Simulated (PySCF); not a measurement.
Si(F)(Cl)(vinyl)(NH2) (C2H5ClFNSi), SMILES C=C[Si](N)(F)Cl.

Coordinates come from a B3LYP-D3(BJ)/def2-SVP optimisation. The structure was generated by enumeration, and PubChem lists no compound with its InChIKey, so it may never have been made. Other conformers were not sampled.

Two levels are set side by side: TDDFT-PBE/def2-SVPD (PySCF) and TDDFT-ωB97X/def2-SVPD (PySCF). Vertical, same geometry. The lowest singlet is HOMO→LUMO 99 % with PBE and HOMO−2→LUMO 54 %, HOMO−4→LUMO 22 %, HOMO→LUMO 14 % with the other functional; states are paired by order. Differences are taken from unrounded values.

| quantity | TDDFT-ωB97X | TDDFT-PBE | TDDFT-PBE minus TDDFT-ωB97X |
|---|---|---|---|
| lowest singlet excitation (eV) | 6.89 | 4.83 | -2.06 |
| lowest triplet excitation (TDA) (eV) | 4.26 | 4.26 | 0.01 |
| first bright state (f over 0.05) (eV) | 7.21 | 7.04 | -0.18 |
| its oscillator strength | 0.25 | 0.22 | -0.03 |

Functionals without exact exchange tend to place singlet excitations lower, as here. Differences between two approximate levels are no errors against the true value.

Rough cost on one machine, each run with all the roots and properties that it gave: TDDFT-ωB97X against TDDFT-PBE about 9 times.
